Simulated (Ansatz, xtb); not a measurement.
Species: ZnI, net charge 0, doublet state. The spin state was set by rule; other spins were not relaxed. SMILES of the parent species: [I][Zn]
Structure (B3LYP-D3(BJ)/def2-TZVP (Ansatz, a first-principles code) minimum search):
```
Zn
I 1 2.5509
```
Charge 0, spin multiplicity 2.

Harmonic wavenumbers from GFN2-xTB (xtb, at its own minimum), cm⁻¹: 176.

Give the harmonic wavenumbers at B3LYP-D3(BJ)/def2-TZVP (Ansatz, finite differences of forces, unscaled).

200 cm⁻¹. Zero-point energy 0.3 kcal/mol.

From these and the geometry, give the ideal-gas thermochemistry at 298.15 K and 1 atm (rigid rotor, harmonic oscillator).

Point group C∞v, rotational symmetry number 1. Rotational constants 1.8, 1.8 GHz. S(trans) 41.67, S(rot) 18.18, S(vib) 2.14, S(elec, spin only) 1.38, S 63.4 cal/(mol K). H(298) - H(0) 2.43 kcal/mol; G - E(el) -16.2 kcal/mol.
